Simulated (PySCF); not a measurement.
Gas-phase XPS of `NC(=O)[Si@H]1CC[SiH2]O1`, computed

C3H9NO2Si2.
Geometry (PBE0-D3(BJ)/def2-SVP, Å), atoms numbered from 1 in this order:
```
atom  x, y, z in Å
N1     2.7552   -0.3582   -0.9806
C2     2.1142    0.7880   -0.6521
O3     2.4353    1.8961   -1.0480
Si4    0.5826    0.6171    0.4771
C5    -1.0300    1.0657   -0.4021
C6    -2.1088    0.0879    0.1163
Si7   -1.2469   -1.5644    0.4591
O8     0.3153   -1.0224    0.7842
H9     3.5759   -0.3259   -1.5758
H10    2.4481   -1.2416   -0.5939
H11    0.8270    1.3656    1.7422
H12   -0.8627    0.9196   -1.4830
H13   -1.3214    2.1197   -0.2735
H14   -2.5224    0.4500    1.0738
H15   -2.9611    0.0001   -0.5765
H16   -1.7995   -2.3051    1.6297
H17   -1.2239   -2.4801   -0.7222
```

Method used: PySCF, delta-SCF UKS SCAN, pcX-2 on the ionised atom, pcseg-1 elsewhere, spin-free X2C. Each binding energy is the total energy of the core-ionised species, with the hole localised on one atom, minus that of the ground state; both are solved self-consistently, so orbital relaxation is included.

Q: Give the core binding energies atom by atom.

A: 
| atom(s) | environment | level | binding energy (eV) | 2p1/2 (eV) | above the level's lowest (eV) | count |
| --- | --- | --- | --- | --- | --- | --- |
| N1 | nitrogen bound to a carbonyl carbon | N 1s | 405.91 | – | 0.00 | 1 |
| C2 | carbonyl carbon | C 1s | 293.13 | – | +2.75 | 1 |
| O3 | carbonyl oxygen | O 1s | 536.87 | – | 0.00 | 1 |
| Si4 | oxygen-bound silicon | Si 2p3/2 | 107.10 | 107.72 | 0.00 | 1 |
| Si4 | oxygen-bound silicon | Si 1s | 1846.95 | – | 0.00 | 1 |
| C5 | sp3 carbon bound to silicon | C 1s | 290.38 | – | 0.00 | 1 |
| C6 | sp3 carbon bound to silicon | C 1s | 290.46 | – | +0.08 | 1 |
| Si7 | oxygen-bound silicon | Si 2p3/2 | 107.30 | 107.93 | +0.20 | 1 |
| Si7 | oxygen-bound silicon | Si 1s | 1847.17 | – | +0.22 | 1 |
| O8 | siloxane oxygen | O 1s | 537.66 | – | +0.79 | 1 |

Lowest listed C 1s: C5, bonded to C, 2 H and Si. Highest, 2.75 eV above it: C2, bonded to O (double bond), N and Si. The widest gap between neighbouring values is 2.67 eV, between 290.46 and 293.13 eV. Summing the Pauling electronegativity differences to the bonded atoms, each weighted by its formal bond order, gives -1.35 for the lowest site and +1.62 for the highest; no listed site has a larger sum than the highest.

The listed O 1s values span 0.79 eV, from O3 (bonded to C (double bond)) to O8 (bonded to 2 Si). Summing the Pauling electronegativity differences to the bonded atoms, each weighted by its formal bond order, gives -1.78 for the lowest site and -3.08 for the highest; the largest sum, -1.78, belongs to O3, 0.79 eV below the top. The smallest sum, -3.08, belongs to O8, 0.79 eV above the lowest.

The 2 Si 1s values lie within 0.22 eV of each other; Gaussian lines of 0.5 eV full width would blend them into one maximum.

The 2 Si 2p3/2 values lie within 0.20 eV of each other.

Q: What is the longest wavelength that can ionise Si 1s of Si4 vertically?

A: λ = hc/E = 12398.42 eV Å / 1846.95 eV = 6.713 Å.

Q: Express the binding energy of Si 1s of Si4 in atomic units and per mole.

A: 1846.95 eV = 67.8742 Eh = 178204 kJ/mol.

The 2p values aren't plain energy differences: one relaxed spin-free 2p hole is combined with a matrix within the shell (ground-state 2p orbital-energy differences and spin–orbit coupling). 2p3/2, the mean of its two sublevels, lies a third of the splitting below the shell's mean and 2p1/2 two thirds above it; the statistical areas are 2:1. 2p1/2 minus 2p3/2 (ligand field included): Si 0.63 eV. One conformer (not necessarily the lowest) at the PBE0-D3(BJ)/def2-SVP geometry, without solvent, vibrations or thermal averaging.

On an Arm Neoverse V2 with one thread, shared host with 96 logical CPUs at a one-minute load of 54, this took 2.0 min wall and 0.84 GiB of memory at its peak.
